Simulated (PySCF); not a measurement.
# Excitation energy of Tc⁺ by level of theory

Tc⁺ [Kr] 4d5 5s1 (7S) → Tc⁺ [Kr] 4d5 5p1 (7P), as a difference of total energies. Calculation: PySCF 2.14, in aug-cc-pwCVDZ-PP with ECP28MDF (6s6p5d3f, 70 functions); scalar relativity through the core potential. Correlated levels: valence and next inner shell: nothing frozen outside the core potential. The calculations carry no spin-orbit coupling.

```csv
method,excitation energy (eV)
UHF,4.455
MP2 (valence and next inner shell),4.836
SCS-MP2 (valence and next inner shell),4.707
CCSD (valence and next inner shell),4.767
CCSD(T) (valence and next inner shell),4.779
```

Q: How much does correlation contribute at CCSD(T) (valence and next inner shell)?

A: 4.779 − (4.455) = 0.324 eV, measured against UHF.
